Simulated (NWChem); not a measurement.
## What each level costs for CClF

```xyz
3

F      0.2527    -1.4738     0.0000
C     -0.6854    -0.5857     0.0000
Cl     0.1081     0.9870     0.0000
```
Charge 0, spin multiplicity 1.

All runs are NWChem calculations. All single points use one geometry, from B3LYP/def2-SVP, a minimum by its harmonic frequencies.

Basis set: cc-pVTZ (94 functions). Each entry is one whole single-point run; the coupled-cluster runs use the TCE module, and the SCF and DFT modules converge to different thresholds.

The correlated methods keep 7 core orbitals frozen. B3LYP has NWChem's definition, with VWN1-RPA local correlation. The structure started from a generated list of species.

Question: Roughly how much processor time does each of these take, relative to RHF: MP2, RI-MP2, B2PLYP, PBE, B3LYP, r2SCAN, CR-CCSD(T)?

Answer: RI-MP2 about the same, within a factor of 3; B3LYP about the same, within a factor of 3; PBE about the same, within a factor of 3; r2SCAN about the same, within a factor of 3; MP2 about 3; B2PLYP about 3; CR-CCSD(T) about 30 (rough ratios from shared machines).
